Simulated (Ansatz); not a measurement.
The cluster Au3S⁺. Total charge 1; singlet. Geometry r2SCAN-D4/def2-SVP; atoms count from 1.

```xyz
4

Au    1.241    0.703   -1.377
Au   -1.477    1.174    0.612
Au    0.695   -1.354    1.268
S    -0.459   -0.523   -0.503
```

In the def2 sets Au takes a core potential; there is no spin–orbit coupling. The structure comes from a short search, and lower isomers may exist.

Question: Estimate the Mulliken populations from the PBE0/def2-TZVP orbitals of Ansatz.

Answer: 
```tsv
atom	charge (e)	d electrons
Au1	0.52	9.71
Au2	0.52	9.71
Au3	0.51	9.71
S4	-0.55	–
```
Mulliken values depend strongly on the basis.

Question: And the Mayer bond orders between heavy atoms (over 0.3)?

Answer: Au1–S4 0.98 (2.27 Å); Au2–S4 0.98 (2.27 Å); Au3–S4 0.98 (2.27 Å).
